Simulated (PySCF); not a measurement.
SMILES F[Si](F)(F)N[SiH](Cl)Cl (H2Cl2F3NSi2) at its B3LYP/def2-SVP optimised geometry (Å):

```
10

Si    -0.0771    -1.8808     0.0000
F     -0.5851    -2.6985     1.2807
F      1.5256    -1.8808     0.0000
F     -0.6001    -2.7014    -1.2725
N     -0.5869    -0.2572     0.0000
Si     0.3958     1.1774     0.0061
Cl     1.0165     1.6826    -1.8996
Cl    -0.7922     2.7014     0.7359
H     -1.5891    -0.0891    -0.0863
H      1.5891     0.9949     0.8491
```

Level of theory: B3LYP/def2-TZVP (PySCF). Cells within 0.4 Å of a nucleus heavier than hydrogen are left out (blank, or x).

Map of the LUMO amplitude (bohr^(-3/2)) on the plane z = 0.0 Å; orbital energy -0.35 eV, overall sign arbitrary:

```
|3333333333333333333333333333333|
|3333333334444433333333333333333|
|3333333344444433334433333333333|
|3333333444444333344444333333333|
|3333334444443333344444433333333|
|3333334444432222344444433333333|
|3333334444431012345544443333333|
|3333334444320013566554443333333|
|3333333443321125777654433333333|
|3333333333322357999754433333333|
|3333333333333578799754333333333|
|3333333333334674xx6543333333333|
|3333333333334675xx3332223333333|
|3333333322234565321112223333333|
|3333333222123443211111222333333|
|3333333221012xx2111111222333333|
|3333333221123xx2111112223333333|
|3333333322235643211222223333333|
|3333333333345653222333333333333|
|3333333333455653223443333333333|
|33333333344556xx334xx4333333333|
|33333333344455xx434xx3333333333|
|3333333334444433333323333333333|
|3333333333444433333333333333333|
|3333333333333333333333333333333|
|3333333333333333333333333333333|
|3333333333333333333333333333333|
|3333333333333333333333333333333|
|3333333333333333333333333333333|
|3333333333333333333333333333333|
|3333333333333333333333333333333|
```
Scale: ten equal steps from -0.094 (start of '0') to 0.163 (end of '9'), in the order '0123456789'; x runs from -5.00 to 5.00, y from -5.00 (bottom) to 5.00 (top).
